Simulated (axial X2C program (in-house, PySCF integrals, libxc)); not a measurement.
Spin–orbit effects down a group: molecules with Ca (ions), HF

Calculated with an axial X2C code built on PySCF integrals, spin-free (one-electron X2C) or two-component (2c: spin–orbit coupling with atomic mean-field Coulomb and Gaunt terms, which also bring small scalar terms), in Dyall basis sets with cores contracted in-house; open shells are unrestricted.

Basis sets: Ca dyall-cv3z, H dyall-v3z, Li dyall-cv3z, Na dyall-cv3z.

| molecule | spin-free state | Re (Å) | ωe (cm⁻¹) | De (eV) | 2c state | Re 2c (Å) | ωe 2c (cm⁻¹) | De 2c (eV) |
| --- | --- | --- | --- | --- | --- | --- | --- | --- |
| CaH⁺ | M_S = 0, Λ = 0 | 1.929 | 1524.9 | 1.24 | Ω = 0 | 1.929 | 1524.8 | 1.24 |
| LiCa⁺ | M_S = 0, Λ = 0 | 3.347 | 239.7 | 0.99 | Ω = 0 | 3.347 | 239.7 | 0.99 |
| NaCa⁺ | M_S = 0, Λ = 0 | 3.668 | 129.4 | 0.85 | Ω = 0 | 3.668 | 129.3 | 0.85 |

Question: Work out the shifts from the spin-free to the two-component result.

Answer: 

```json
{"molecule": "CaH⁺", "2c state": "Ω = 0", "ΔRe (Å)": "0.000", "Δωe (cm⁻¹)": "-0.1", "ΔDe (eV)": "0.00"}
{"molecule": "LiCa⁺", "2c state": "Ω = 0", "ΔRe (Å)": "0.000", "Δωe (cm⁻¹)": "0.0", "ΔDe (eV)": "0.00"}
{"molecule": "NaCa⁺", "2c state": "Ω = 0", "ΔRe (Å)": "0.000", "Δωe (cm⁻¹)": "-0.1", "ΔDe (eV)": "0.00"}
```

Shifts of one unit in the last digit are rounding.

Fragments in 2c: Ca+ + H, Ca+ + Li, Ca + Na+. Each entry is the lowest single determinant of a limited PBE0 search at one distance. De goes to single-determinant-based atoms at the same level (for ions the charge split of lowest energy) and is withheld (n/a) where an atom does not fit its ground term or J level. Main or longest-lived isotopes.
